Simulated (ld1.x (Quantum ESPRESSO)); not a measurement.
**potassium: variants of one TM potential**

Base potential:

potassium, norm-conserving Troullier–Martins (Kleinman–Bylander form), made with ld1.x (Quantum ESPRESSO) 7.5 (PBEsol, scalar-relativistic). Core [Ne] 3s2, reference 3p6 3d1 4s0 4p0. Waves: 4s (bound, empty): rc 3.60 bohr; 3p (bound): rc 1.60 bohr; 3d (bound): rc 4.20 bohr. Local part: all-electron potential smoothed inside 2.85 bohr (lloc = -1). Core correction: a·sin(br)/r model core, default radius (core density twice the valence density).

All-electron outer shells of the reference configuration (PBEsol, scalar-relativistic, ld1.x):

```json
{"shell": "2p", "level (eV)": "-281.51", "outermost node (bohr)": "–", "outermost maximum (bohr)": "0.26"}
{"shell": "3s", "level (eV)": "-36.83", "outermost node (bohr)": "0.48", "outermost maximum (bohr)": "1.08"}
{"shell": "3p", "level (eV)": "-20.37", "outermost node (bohr)": "0.45", "outermost maximum (bohr)": "1.15"}
{"shell": "4s", "level (eV)": "-3.01", "outermost node (bohr)": "1.58", "outermost maximum (bohr)": "3.83"}
{"shell": "4p", "level (eV)": "-1.47", "outermost node (bohr)": "1.86", "outermost maximum (bohr)": "6.16"}
{"shell": "3d", "level (eV)": "-0.63", "outermost node (bohr)": "–", "outermost maximum (bohr)": "7.91"}
```

Cutoffs, loose and tight: the cutoffs (Ry, on a coarse ladder) from which the occupation-weighted sum of valence levels, in a spherical-Bessel basis at the reference potential, stays within 10 and 1 mRy of its value at 400 Ry. They do not see the model core or the augmentation charge, which bear on the density cutoff. Test errors are all-electron minus pseudo excitation energies from the reference, over the configurations 3p6 3d0 4s1 4p0; 3p6 3d0 4s0 4p0; 3p6 3d0 4s0.5 4p0; 3p6 3d0.5 4s0.5 4p0; 3p6 3d0 4s0 4p1; 3p5 3d0 4s1 4p0. A dash means not determined; rows that change the core or the reference have their own tests. The largest error is taken over the tests solved by every variant that gives reliable tests at all: 3p6 3d0 4s0 4p0; 3p6 3d0 4s0 4p1; 3p6 3d0 4s0.5 4p0; 3p6 3d0 4s1 4p0; 3p6 3d0.5 4s0.5 4p0.

A true bound ghost makes a file unfit for plane-wave use even where its test errors are small: the radial tests pick states by their node count and pass the ghost by. Where a test does run into it, the solver fails or the error is huge.

| change | outcome | cutoff, loose | cutoff, tight | bound ghosts | largest test error (meV) |
| --- | --- | --- | --- | --- | --- |
| base | generated | 25 Ry | 45 Ry | none | -17 |
| local potential all-electron potential smoothed inside 1.72 bohr (lloc = -1) | generated | 25 Ry | 45 Ry | s | +9.9 |
| local potential all-electron potential smoothed inside 2.18 bohr (lloc = -1) | generated | 25 Ry | 45 Ry | s | +5.7 |
| local potential all-electron potential smoothed inside 2.38 bohr (lloc = -1) | generated | 25 Ry | 45 Ry | s | +5.7 |
| local potential all-electron potential smoothed inside 2.94 bohr (lloc = -1) | generated | 25 Ry | 45 Ry | none | -21 |
| local potential all-electron potential smoothed inside 3.16 bohr (lloc = -1) | generated | 25 Ry | 45 Ry | none | -36 |
| local potential all-electron potential smoothed inside 3.62 bohr (lloc = -1) | generated | 25 Ry | 45 Ry | none | -76 |
| local potential all-electron potential smoothed inside 4.14 bohr (lloc = -1) | generated | 25 Ry | 45 Ry | none | +68 |
| local potential all-electron potential smoothed inside 4.38 bohr (lloc = -1) | generated | 25 Ry | 50 Ry | none | +227 |

Question: What comes out with this change to the base: local potential all-electron potential smoothed inside 4.74 bohr (lloc = -1)?

Answer: outcome: generated; cutoff, loose: 25 Ry; cutoff, tight: 50 Ry; bound ghosts: none; largest test error (meV): -433.

Reading the sweep of the rcloc (base included, trends over the rows without a ghost): The loose cutoff stays near 25 Ry. The median size of the test errors (rows with all tests solved) is not monotonic: lowest 1.8 meV at 4.14 bohr, highest 4.4 meV at 4.38 bohr. Bound ghosts are found at 1.72, 2.18, 2.38 bohr.
